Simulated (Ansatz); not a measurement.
Isolated molecules relaxed with PBE0-D4/def2-TZVP in Ansatz; ΔE leaves out vibrations. CCSD(T)/CBS adds triple-zeta CCSD(T) − MP2 to the extrapolated MP2 energy (def2 sets, frozen cores). Functionals use def2-TZVPP. HSE06 is defined as in plane-wave codes. def2 core potentials past Kr. For Sn outer-core shells are correlated without core-valence functions, which leaves a few kJ/mol of doubt a bond. Each species was taken in one conformer, which may not be the lowest.

`[OH][Sn][Cl]` + `F[Si](F)(S)S` → `[OH][Sn][SH]` + `F[Si](F)(S)Cl`  (redistribution)

| level | ΔE (kJ/mol) |
| --- | --- |
| revPBE-D4 | 1.2 |
| B97M-V | 1.4 |
| HSE06-D4 | 0.0 |
| PBE0 | 0.2 |
| r2SCANh | -0.5 |
| HSE06 | 0.0 |
| MP2/def2-TZVPP | -3.1 |
| MP2/def2-QZVPP | -1.4 |

What does CCSD(T)/CBS give? (Best estimate.)

The calculation gave: 0.0 kJ/mol. The listed levels differ from it by 1.2, 1.4, 0.0, 0.2, -0.5, 0.0, -3.1, -1.4 kJ/mol.

Largest T1 diagnostic among the species: 0.017.

Leaving LDA and LC-ωPBE aside and taking each functional with its dispersion term where it has one, the values, not all of them listed here, spread over 3.5 kJ/mol, from PBE-QIDH to ωB97X-V. At CCSD(T), def2-SVP lies −3.9 kJ/mol from the extrapolated value and def2-TZVPP −2.6 kJ/mol.
